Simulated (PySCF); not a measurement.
Precursor series Cd Br-H. Gas-phase values, no solvent.

The HOMO from two functionals at the same geometries (PBE-D3(BJ)/def2-SVP), both in PySCF: PBE-D3(BJ)/def2-TZVP and B3LYP-D3(BJ)/def2-TZVP. B3LYP has the VWN-RPA correlation part, as in Gaussian. 

```csv
species,B3LYP-D3(BJ)/def2-TZVP (eV)
0 of 2 Br replaced by H ([Cd(Br)2]),-8.13
1 of 2 Br replaced by H,-7.81
2 of 2 Br replaced by H ([Cd(H)2]),-7.63
```

Problem. What does PBE-D3(BJ)/def2-TZVP give for each?

Solution. 
- 0 of 2 Br replaced by H ([Cd(Br)2]): -7.14
- 1 of 2 Br replaced by H: -6.84
- 2 of 2 Br replaced by H ([Cd(H)2]): -6.67
Over these rows, drawn at random from the members with no instability flagged (it was tested for open shells, ions and some series alone), PBE minus B3LYP-D3(BJ): mean +0.97 eV, from +0.96 eV to +0.98 eV.
